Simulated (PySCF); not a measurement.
C5H6F2.
Structure used (GFN2-xTB), in Å, numbered top down from 1:
```xyz
13
C5H6F2 angstrom
F      2.506    0.717    0.462
C      1.211    0.457    0.240
C      0.248    1.345    0.063
C     -1.066    0.668   -0.172
C     -0.696   -0.817   -0.357
C      0.729   -0.966    0.189
F      0.705   -1.512    1.464
H      0.359    2.414    0.086
H     -1.573    1.072   -1.048
H     -1.722    0.816    0.688
H     -0.709   -1.083   -1.413
H     -1.371   -1.482    0.177
H      1.375   -1.629   -0.396
```

Definitions: NICS(0) = −σiso at the ring centroid; NICS(1) = −σiso and NICS(1)zz = −σzz at ±1 Å along the ring normal z. Level: GIAO PBE0/pcSseg-1 (PySCF, non-relativistic, gas phase) on the GFN2-xTB geometry, one conformer.

Ring bond lengths (Å), with Mayer bond orders in brackets: C2–C3 1.322 (1.81), C3–C4 1.497 (1.02), C4–C5 1.542 (1.02), C5–C6 1.533 (1.01), C6–C2 1.504 (1.01).

Q: What do the NICS probes read (ppm)?

A: 
```tsv
ring	type	NICS(0)	NICS(1), two faces	NICS(1)zz, two faces	rms pucker (Å)	centre to ring atoms, mean (Å)
C2–C3–C4–C5–C6	5-membered carbocycle; formal bonds 1 double, 4 single	-4.2	-4.4 / -2.1	-4.3 / -0.5	0.08	1.25
```

Q: What can be read from them?

A: 
- C2–C3–C4–C5–C6: mean NICS(1)zz -2.4 ppm, near zero. C4, C5, C6 have four or more neighbours, so the value isn't read as a sign of a π ring current. The two faces differ by 3.8 ppm, so no symmetry operation interchanges them.

Q: What field does 9.4 T along the ring normal induce along that normal at the second NICS(1) probe listed for ring C2–C3–C4–C5–C6, 1 Å off the ring?

A: NICSzz × B0 = -0.5 ppm × 9.4 T = -5 μT, against the applied field.

Time: 31 s wall (grids of density and orbitals included); peak memory 0.67 GiB. Hardware: Arm Neoverse N1, one thread, no GPU, on a shared host. This is the whole shielding run at PBE0/pcSseg-1, SCF included.
